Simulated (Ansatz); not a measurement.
A nudged elastic band was laid between two geometries of BrCl$_{2}$HZn (5 atoms, charge 0, multiplicity 1).

Method: Ansatz 0.2.0, RKS PBE0/def2-SVP.

```
movable images  : 9
climbing image  : yes
spring          : 5.0 eV/Å²
optimiser       : quadratic models (default)
start path      : straight line
force threshold : 0.05 eV/Å
iteration limit : 60
end points      : relaxed
```

Initial state:

```xyz
5
Properties=species:S:1:pos:R:3
Zn -0.030 0.000 0.127
Cl 0.522 0.000 2.201
Cl 0.152 0.000 -1.977
Br -2.732 0.000 0.895
H -1.959 0.000 2.110
```

Final state:

```xyz
5
Properties=species:S:1:pos:R:3
Zn -0.929 0.000 -0.264
Cl 0.255 0.000 2.125
Cl 0.600 0.000 -1.725
Br -2.999 0.000 0.672
H -0.972 0.000 2.549
```

Which bonds break or form, and what moves?

Bonds broken: Zn1–Cl2, Br4–H5. Bonds formed: Zn1–Br4, Cl2–H5.

What energy profile does the band end with?

It converged. The highest image is number 4 of 0 to 10, 11.1 kJ/mol above the first end and 29.5 kJ/mol above the last; the last end lies 18.3 kJ/mol below the first. Another band between the same ends (9 images) ends at a top of the same energy, where a vibrational analysis finds 1 clearly imaginary mode. The orbitals stay closed-shell, which can raise the energy where a bond breaks towards radicals; this wasn't checked here.

| image | path coordinate (Å) | energy (kJ/mol) | Zn1–Cl2 (Å) | Br4–H5 (Å) | Zn1–Br4 (Å) |
| --- | --- | --- | --- | --- | --- |
| 0 | 0.00 | 0.0 | 2.15 | 1.44 | 2.81 |
| 1 | 0.19 | 0.7 | 2.16 | 1.45 | 2.78 |
| 2 | 0.38 | 3.2 | 2.18 | 1.48 | 2.70 |
| 3 | 0.57 | 7.7 | 2.22 | 1.52 | 2.61 |
| 4 | 0.76 | 11.1 | 2.28 | 1.63 | 2.52 |
| 5 | 0.95 | 6.8 | 2.35 | 1.79 | 2.44 |
| 6 | 1.14 | -3.2 | 2.45 | 1.98 | 2.37 |
| 7 | 1.33 | -11.2 | 2.54 | 2.17 | 2.33 |
| 8 | 1.52 | -15.9 | 2.62 | 2.35 | 2.30 |
| 9 | 1.71 | -18.0 | 2.66 | 2.55 | 2.28 |
| 10 | 1.90 | -18.3 | 2.67 | 2.76 | 2.27 |

What is the geometry of the highest image?


```xyz
5
Properties=species:S:1:pos:R:3
Zn -0.408 0.000 0.028
Cl 0.202 0.000 2.223
Cl 0.371 0.000 -1.937
Br -2.732 0.000 1.004
H -1.478 0.000 2.039
```

The run took 2.6 min on 2 threads of Intel(R) Xeon(R) 6975P-C (Granite Rapids), with other jobs on the host, peak memory 0.28 GiB.
